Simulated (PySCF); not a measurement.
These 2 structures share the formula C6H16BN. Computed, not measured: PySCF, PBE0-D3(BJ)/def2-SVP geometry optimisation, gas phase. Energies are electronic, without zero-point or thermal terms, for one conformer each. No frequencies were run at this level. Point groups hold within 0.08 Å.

Question: Order them by energy at this level, lowest first, and give relative energies in kcal/mol.
A. `[CH3:1][C@H:2]1[CH2:3][BH2-:4][N+:5]([CH3:6])([CH3:7])[CH2:8]1` with C1–C2–C3–B4 153°, C2–C3–B4–N5 -8°, C3–B4–N5–C6 -138°, B4–N5–C8–C2 38°
B. `[BH3-:1][N+:2]([CH3:3])([CH3:4])[CH2:5][CH:6]1[CH2:7][CH2:8]1` with B1–N2–C5–C6 -179°, N2–C5–C6–C7 88°

Answer: A (0.0), B (29.6).

As drawn, the higher has a three-membered ring, which the lower lacks.

```json
{"SMILES": "C[C@H]1C[BH2-][N+](C)(C)C1", "E (Eh)": "-317.27691", "E rel (kcal/mol)": "0.0", "dipole (D)": "4.40", "point group": "C1", "A, B, C (MHz)": "3333, 1454, 1329"}
{"SMILES": "[BH3-][N+](C)(C)CC1CC1", "E (Eh)": "-317.22976", "E rel (kcal/mol)": "29.6", "dipole (D)": "5.45", "point group": "C1", "A, B, C (MHz)": "3694, 1213, 1180"}
```
